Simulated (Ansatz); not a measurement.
Consider the formal exchange of groups at the Si–O bond: `OCO[SiH2]O` + `FCCl` → `O[SiH2]C(F)Cl` + `OCO`.

Isolated molecules relaxed with PBE0-D4/def2-TZVP in Ansatz; ΔE leaves out vibrations. CCSD(T)/CBS is the MP2 limit (def2-TZVPP, def2-QZVPP) plus CCSD(T) − MP2 in def2-TZVPP, frozen cores. This one scheme is used for every species. Functionals use def2-TZVPP. B3LYP here is the variant with VWN-RPA as its local correlation; programs differ in this. Each species was taken in one conformer, which may not be the lowest.

```tsv
level	ΔE (kJ/mol)	difference from CCSD(T)/CBS
PBE-D4	109.5	-13.0
r2SCAN-D4	121.2	-1.3
PBE0-D4	116.1	-6.4
ωB97X-V	122.5	0.0
B2PLYP	126.3	3.8
PBE	109.7	-12.8
r2SCAN	121.1	-1.4
PBE0	116.2	-6.3
B3LYP	123.2	0.7
HF/def2-TZVPP	140.4	17.9
SCS-MP2/def2-TZVPP	129.8	7.3
CCSD/def2-TZVPP	127.7	5.2
MP2/def2-QZVPP	126.8	4.3
SCS-MP2/def2-QZVPP	128.4	5.9
HF/CBS(def2)	141.6	19.1
CCSD/CBS(def2)	124.7	2.2
CCSD(T)/CBS	122.5	0
```

Largest T1 diagnostic among the species: 0.012.

In def2-TZVPP, CCSD(T) changes the Hartree–Fock value by −14.9 kJ/mol (the triples alone add −2.2 kJ/mol) and MP2 by −12.2 kJ/mol. From PBE to PBE0 (25 % exact exchange), in def2-TZVPP and without D4, ΔE moves by +6.6 kJ/mol.
